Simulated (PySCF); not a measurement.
Si(Me)(OH)2(SH) (CH₆O₂SSi), SMILES C[Si](O)(O)S.

Geometry: PBE0-D3(BJ)/def2-SVP. One conformer was computed; it need not be the lowest.

Two levels are set side by side: PBE/def2-TZVP (PySCF) and CAM-B3LYP/def2-TZVP (PySCF). Same geometry, gas phase. Differences are taken from unrounded values.

| quantity | CAM-B3LYP |
|---|---|
| orbital gap (eV) | 9.89 |
| highest occupied level (eV) | -8.83 |
| lowest empty level (eV) | 1.06 |
| dipole moment (D) | 1.01 |
| mean polarisability (bohr³) | 60.2 |

### Question
What does PBE give, and how far is it from CAM-B3LYP? (Estimate from the structure and the level; the computed values follow.)

### Answer

```json
[
 {"quantity": "orbital gap (eV)", "PBE": "5.51", "PBE minus CAM-B3LYP": "-4.38"},
 {"quantity": "highest occupied level (eV)", "PBE": "-6.20", "PBE minus CAM-B3LYP": "2.63"},
 {"quantity": "lowest empty level (eV)", "PBE": "-0.68", "PBE minus CAM-B3LYP": "-1.74"},
 {"quantity": "dipole moment (D)", "PBE": "0.90", "PBE minus CAM-B3LYP": "-0.11"},
 {"quantity": "mean polarisability (bohr³)", "PBE": "63.6", "PBE minus CAM-B3LYP": "3.3"}
]
```

Without exact exchange PBE keeps part of each electron's self-repulsion, which lifts occupied levels and narrows the gap. PBE's more diffuse valence density responds more strongly to a field. Differences between two approximate levels are no errors against the true value.

Rough cost on one machine, each run with all the roots and properties that it gave: CAM-B3LYP against PBE within a factor of 2.
